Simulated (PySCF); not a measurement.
C$_{2}$H$_{6}$Mg (SMILES [CH3][Mg][CH3]), singlet, at a GFN2-xTB geometry (such geometries of metal compounds can be far from the true shape); PBE0/3-21G run with PySCF.

PySCF was given this input:
```python
from pyscf import gto, scf, dft

mol = gto.Mole()
mol.atom = '''
    Mg   -0.01819889    0.66989224    0.10834056
    C     1.43542092   -0.14320832   -1.21160084
    H     1.86730763   -1.00768391   -0.70053360
    H     2.25335339    0.50190837   -1.53163332
    H     0.92848128   -0.51145758   -2.10691079
    C    -1.41524937   -0.59434568    1.09173900
    H    -1.51373670   -1.46845797    0.44255515
    H    -2.41245308   -0.18855395    1.26350581
    H    -1.02559520   -0.93913775    2.05210105
'''
mol.basis = '3-21g'
mol.verbose = 4
mol.build()

mf = dft.RKS(mol)
mf.xc = 'pbe0'
mf.grids.radi_method = dft.radi.gauss_chebyshev
mf.kernel()
```

The log (banner, timings and long lists left out):

```
PySCF version 2.14.0

[INPUT] verbose = 4
[INPUT] num. atoms = 9
[INPUT] num. electrons = 30
[INPUT] charge = 0
[INPUT] spin (= nelec alpha-beta = 2S) = 0
[INPUT] symmetry False subgroup None
[INPUT] Mole.unit = angstrom
[INPUT] Symbol           X                Y                Z      unit          X                Y                Z       unit  Magmom
[INPUT]  1 Mg    -0.018198890000   0.669892240000   0.108340560000 AA   -0.034390917871   1.265912866571   0.204733986582 Bohr   0.0
[INPUT]  2 C      1.435420920000  -0.143208320000  -1.211600840000 AA    2.712552412271  -0.270624503559  -2.289593759893 Bohr   0.0
[INPUT]  3 H      1.867307630000  -1.007683910000  -0.700533600000 AA    3.528700011011  -1.904246610031  -1.323816645056 Bohr   0.0
[INPUT]  4 H      2.253353390000   0.501908370000  -1.531633320000 AA    4.258220768960   0.948469358927  -2.894367498058 Bohr   0.0
[INPUT]  5 H      0.928481280000  -0.511457580000  -2.106910790000 AA    1.754575330986  -0.966514750533  -3.981484361991 Bohr   0.0
[INPUT]  6 C     -1.415249370000  -0.594345680000   1.091739000000 AA   -2.674433707263  -1.123150558518   2.063087709507 Bohr   0.0
[INPUT]  7 H     -1.513736700000  -1.468457970000   0.442555150000 AA   -2.860547787703  -2.774983388735   0.836308028516 Bohr   0.0
[INPUT]  8 H     -2.412453080000  -0.188553950000   1.263505810000 AA   -4.558875609563  -0.356315325205   2.387679937697 Bohr   0.0
[INPUT]  9 H     -1.025595200000  -0.939137750000   2.052101050000 AA   -1.938094042669  -1.774713140740   3.877908964432 Bohr   0.0

nuclear repulsion = 80.0438173362653
number of shells = 29
number of NR pGTOs = 75
number of NR cGTOs = 43
basis = 3-21g
ecp = {}

******** <class 'pyscf.dft.rks.RKS'> ********
method = RKS
initial guess = minao
damping factor = 0
level_shift factor = 0
DIIS = <class 'pyscf.scf.diis.CDIIS'>
diis_start_cycle = 1
diis_space = 8
diis_damp = 0
SCF conv_tol = 1e-09
SCF conv_tol_grad = None
SCF max_cycles = 50
direct_scf = True
direct_scf_tol = 1e-13
XC library pyscf.dft.libxc version 7.1.2
    S. Lehtola, C. Steigemann, M. J. T. Oliveira, and M. A. L. Marques,  SoftwareX 7, 1–5 (2018)
XC functionals = pbe0
    C. Adamo and V. Barone,  J. Chem. Phys. 110, 6158 (1999)
    M. Ernzerhof and G. E. Scuseria,  J. Chem. Phys. 110, 5029 (1999)
radial grids: Gauss-Chebyshev [JCP 108, 3226 (1998); DOI:10.1063/1.475719) radial grids
becke partition: Becke, JCP 88, 2547 (1988); DOI:10.1063/1.454033
pruning grids: <function nwchem_prune>
grids dens level: 3
symmetrized grids: False
atomic radii adjust function: <function treutler_atomic_radii_adjust>
small_rho_cutoff = 0
Set gradient conv threshold to 3.16228e-05
Initial guess from minao.
tot grids = 102688
init E= -277.714053542667
  HOMO = -0.294860415731098  LUMO = -0.0980200160695575  gap/eV = 5.35630
cycle= 1 E= -277.99320880837  delta_E= -0.279  |g|= 0.513  |ddm|= 2.41
  HOMO = -0.128594805724813  LUMO = -0.0345795401645093  gap/eV = 2.55829
cycle= 2 E= -277.941414660767  delta_E= 0.0518  |g|= 0.648  |ddm|= 1.16
  HOMO = -0.215111746565958  LUMO = -0.0510976749558971  gap/eV = 4.46305
cycle= 3 E= -278.070230035293  delta_E= -0.129  |g|= 0.0183  |ddm|= 0.67
  HOMO = -0.211820422933059  LUMO = -0.0515362501140817  gap/eV = 4.36155
cycle= 4 E= -278.07039142929  delta_E= -0.000161  |g|= 0.00315  |ddm|= 0.0395
  HOMO = -0.212164187238449  LUMO = -0.0511299470467681  gap/eV = 4.38196
cycle= 5 E= -278.070395633454  delta_E= -4.2e-06  |g|= 0.000754  |ddm|= 0.00585
  HOMO = -0.212285643741385  LUMO = -0.0511336127985311  gap/eV = 4.38517
cycle= 6 E= -278.070395714935  delta_E= -8.15e-08  |g|= 0.000571  |ddm|= 0.00129
  HOMO = -0.212305768858511  LUMO = -0.0511378589687761  gap/eV = 4.38560
cycle= 7 E= -278.070395809822  delta_E= -9.49e-08  |g|= 3.19e-05  |ddm|= 0.000619
  HOMO = -0.212302843172131  LUMO = -0.0511380108394361  gap/eV = 4.38552
cycle= 8 E= -278.070395810251  delta_E= -4.29e-10  |g|= 2.3e-06  |ddm|= 6.15e-05
  HOMO = -0.212302306878607  LUMO = -0.0511379139081491  gap/eV = 4.38551
Extra cycle  E= -278.070395810251  delta_E= -1.14e-13  |g|= 2.19e-06  |ddm|= 5.61e-06
converged SCF energy = -278.070395810251
```
